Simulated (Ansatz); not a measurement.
`[F][W](=[S])([Cl])([Cl])[Cl]`, charge 0, multiplicity 1.

Problem. Give a relaxed structure at PBE0-D4/def2-TZVP (Ansatz). (Estimate.)

Solution. Computed: 
```xyz
6

F     0.052   -1.309    1.376
W    -0.030   -0.016    0.043
S    -1.809    1.009    0.413
Cl    1.567    1.047    1.277
Cl    0.812    1.032   -1.796
Cl   -0.592   -1.763   -1.313
```
Point group Cs.
